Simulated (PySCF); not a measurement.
B3LYP has the VWN-RPA correlation part, as in Gaussian. 

Cartesian coordinates (Å):
```xyz
7

C     -0.7391    -0.6699    -0.0415
C     -0.7456     0.6599    -0.0729
Si     0.9376     0.0063     0.0722
H     -1.4880    -1.4493    -0.0812
H     -1.5021     1.4292    -0.1491
H      1.6747     0.0401     1.3523
H      1.8624    -0.0164    -1.0798
```
Charge 0, multiplicity 1.

**Question.** What HOMO, HOMO–LUMO gap, dipole moment, LUMO and total energy does PySCF with B3LYP-D3(BJ)/def2-TZVP give?

**Answer.** 
The HOMO comes out as -7.26 eV, the HOMO–LUMO gap comes out as 6.80 eV and the dipole moment comes out as 0.37 D. The LUMO is -0.46 eV and the total energy is -368.0989 Ha.
